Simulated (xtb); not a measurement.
C₃H₇, doublet, at a GFN2-xTB geometry, atoms displaced at random by about 0.05 Å a coordinate; GFN2-xTB (xtb).

The xtb input:
```
$ xtb mol.xyz --gfn 2 --uhf 1 --opt extreme --json

# file mol.xyz
10

C      1.22365006     0.27802001     0.13164940
C      0.03696941    -0.46054838    -0.23866102
C     -1.39962774     0.10419296     0.04643092
H      2.13918314    -0.51859447     0.23061404
H      1.08678095     0.80587092     1.00775285
H      1.62835260     1.01509555    -0.57999304
H      0.13216697    -1.23723679    -0.94993700
H     -2.01872581    -0.78688261     0.11443248
H     -1.65894678     0.69525503    -0.68729936
H     -1.29716906     0.55970824     1.07196513
```

The log (banner, timings and long lists left out):

```
   ID    Z sym.   atoms
    1    6 C      1-3
    2    1 H      4-10

           -------------------------------------------------
          |                Calculation Setup                |
           -------------------------------------------------

           -------------------------------------------------
          |                 G F N 2 - x T B                 |
           -------------------------------------------------

          ...................................................
          :                      SETUP                      :
          :.................................................:
          :  # basis functions                  19          :
          :  # atomic orbitals                  19          :
          :  # shells                           13          :
          :  # electrons                        19          :
          :  max. iterations                   250          :
          :  Hamiltonian                  GFN2-xTB          :
          :  restarted?                      false          :
          :  GBSA solvation                  false          :
          :  PC potential                    false          :
          :  electronic temp.          300.0000000     K    :
          :  accuracy                    1.0000000          :
          :  -> integral cutoff          0.2500000E+02      :
          :  -> integral neglect         0.1000000E-07      :
          :  -> SCF convergence          0.1000000E-05 Eh   :
          :  -> wf. convergence          0.1000000E-03 e    :
          :  Broyden damping             0.4000000          :
          :  net charge                          0          :
          :  unpaired electrons                  1          :
          ...................................................

 iter      E             dE          RMSdq      gap      omega  full diag
   1    -10.0311571 -0.100312E+02  0.262E+00    8.17       0.0  T
   2    -10.0525917 -0.214345E-01  0.129E+00    8.40       1.0  T
   3    -10.0529703 -0.378589E-03  0.627E-01    8.43       1.0  T
   4    -10.0530370 -0.667504E-04  0.851E-02    8.36       1.0  T
   5    -10.0530404 -0.337011E-05  0.476E-02    8.37       1.0  T
   6    -10.0530407 -0.347228E-06  0.445E-03    8.37       7.1  T
   7    -10.0530408 -0.615975E-07  0.204E-03    8.37      15.5  T
   8    -10.0530408 -0.328218E-08  0.358E-04    8.37      88.4  T
   9    -10.0530408 -0.160835E-09  0.146E-04    8.37     216.6  T

[...]
 * total energy  :    -9.9079413 Eh     change       -0.2052909E-04 Eh
 * total energy  :    -9.9079436 Eh     change       -0.2370876E-05 Eh
 * total energy  :    -9.9079453 Eh     change       -0.1615717E-05 Eh
 * total energy  :    -9.9079454 Eh     change       -0.1693342E-06 Eh
 * total energy  :    -9.9079455 Eh     change       -0.8900625E-07 Eh
 * total energy  :    -9.9079455 Eh     change       -0.3430958E-07 Eh
 * total energy  :    -9.9079456 Eh     change       -0.3955592E-07 Eh
 * total energy  :    -9.9079457 Eh     change       -0.6542378E-07 Eh
 * total energy  :    -9.9079458 Eh     change       -0.1109515E-06 Eh
 * total energy  :    -9.9079459 Eh     change       -0.1056060E-06 Eh
 * total energy  :    -9.9079459 Eh     change       -0.6292672E-07 Eh
 * total energy  :    -9.9079460 Eh     change       -0.2342491E-07 Eh
   *** GEOMETRY OPTIMIZATION CONVERGED AFTER 16 ITERATIONS ***
         :: total energy              -9.907945953658 Eh    ::
[...]
     5   1 H        0.925     0.039     2.459     2.452
     6   1 H        0.923     0.044     2.396     2.421
     7   1 H        0.926     0.019     2.751     2.594
     8   1 H        0.924     0.039     2.461     2.454
     9   1 H        0.923     0.044     2.396     2.420
    10   1 H        0.925     0.039     2.458     2.452

 Mol. C6AA /au·bohr⁶  :        671.386167
 Mol. C8AA /au·bohr⁸  :      14020.740189
 Mol. α(0) /au        :         39.690013

Wiberg/Mayer (AO) data.
largest (>0.10) Wiberg bond orders for each atom

 ---------------------------------------------------------------------------
     #   Z sym  total        # sym  WBO       # sym  WBO       # sym  WBO
 ---------------------------------------------------------------------------
     1   6 C    3.998 --     2 C    1.087     5 H    0.979     4 H    0.973
                             6 H    0.941
     2   6 C    3.281 --     3 C    1.087     1 C    1.087     7 H    0.977
     3   6 C    3.998 --     2 C    1.087    10 H    0.978     8 H    0.973
                             9 H    0.941
     4   1 H    0.998 --     1 C    0.973
     5   1 H    0.998 --     1 C    0.979
     6   1 H    0.995 --     1 C    0.941
     7   1 H    1.000 --     2 C    0.977
     8   1 H    0.998 --     3 C    0.973
     9   1 H    0.995 --     3 C    0.941
    10   1 H    0.998 --     3 C    0.978
 ---------------------------------------------------------------------------

Topologies differ in total number of bonds
Writing topology from bond orders to xtbtopo.mol

molecular dipole:
                 x           y           z       tot (Debye)
 q only:       -0.011       0.121       0.040
   full:       -0.014       0.172       0.001       0.440
molecular quadrupole (traceless):
                xx          xy          yy          xz          yz          zz
 q only:        0.802       0.090      -0.387       0.027       0.052      -0.415
  q+dip:        0.711       0.061      -0.321      -0.015       0.551      -0.390
   full:        0.767       0.080      -0.398       0.008       0.268      -0.369

optimized geometry written to: xtbopt.xyz

           -------------------------------------------------
          | TOTAL ENERGY               -9.907945953658 Eh   |
          | GRADIENT NORM               0.000017412842 Eh/α |
          | HOMO-LUMO GAP              11.014598391057 eV   |
           -------------------------------------------------

normal termination of xtb
```
